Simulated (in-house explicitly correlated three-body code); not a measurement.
Computed with an exponentially correlated three-body code. Model: two electrons around a point charge, non-relativistic, variational in 260 exponentially correlated functions (energies converged to about 1e-7 hartree, or 1e-8 relative for large Z).

Command:
```bash
python run_hyl.py task.json out
```
Settings (lengths in bohr, energies in hartree):
```
Z                      6
screening              4.8
interaction_strength   1
functions              260
states_tried           1
```

Time taken, with all properties: 20 s on 1 thread of Arm Neoverse N1 (shared host).

**Ground state only, binding against the one-electron ion.**

Given: nuclear charge 6; Yukawa screening of all interactions 4.8 1/bohr.

Computed: one-electron threshold -1.60935496 hartree.

```
term  energy (hartree)  binding (eV)
1 1S        -2.7389086        30.737
```

**Converged states only, values per electron or pair (inverse distances are <exp(-kr)/r>).**

```
term  mean r (bohr)  mean r squared (bohr²)  mean inverse r (1/bohr)  mean r12 (bohr)  mean inverse r12 (1/bohr)  mean cosine  mean p1 dot p2 (bohr⁻²)  delta r1 (bohr⁻³)  delta r12 (bohr⁻³)
1 1S        0.47617                 0.34924                   1.4845          0.72189                    0.41693    -0.011863                  0.15642             27.427              1.6778
```
